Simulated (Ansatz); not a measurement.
One change: `[SiH3][SiH2]Br` becomes `[SiH3][SiH2][SiH3]`.

Ansatz, PBE0-D4/def2-TZVP geometries, multiplicity 1. 

Scalar relativity is left out up to krypton.

```csv
property,`[SiH3][SiH2]Br`
HOMO energy (PBE0/def2-TZVPP) / eV,-8.00
LUMO energy (B3LYP/def2-TZVPP) / eV,-0.93
zero-point energy (PBE0-D4/def2-TZVP) / kJ/mol,112.3
LUMO energy (PBE/def2-TZVPP) / eV,-1.62
HOMO energy (PBE/def2-TZVPP) / eV,-6.83
size of the dipole moment (B3LYP/def2-TZVPP) / D,1.41
```

What does the change do to each property? (Best estimate.)

Ansatz gave: 
```
                                        property  `[SiH3][SiH2][SiH3]`  shift
              HOMO energy (PBE0/def2-TZVPP) / eV                 -8.03  -0.03
             LUMO energy (B3LYP/def2-TZVPP) / eV                 -0.38   0.55
  zero-point energy (PBE0-D4/def2-TZVP) / kJ/mol                 173.5   61.2
               LUMO energy (PBE/def2-TZVPP) / eV                 -1.05   0.57
               HOMO energy (PBE/def2-TZVPP) / eV                 -6.97  -0.14
size of the dipole moment (B3LYP/def2-TZVPP) / D                  0.10  -1.31
```

The zero-point energy changes by 61.2 kJ/mol with +9 modes. Dipoles are sizes alone; their direction can turn.

B3LYP here is the variant with VWN-RPA as its local correlation; programs differ in this.

Spin–orbit coupling is left out; it splits and shifts lone-pair levels of the heavy atoms by tenths of an eV.
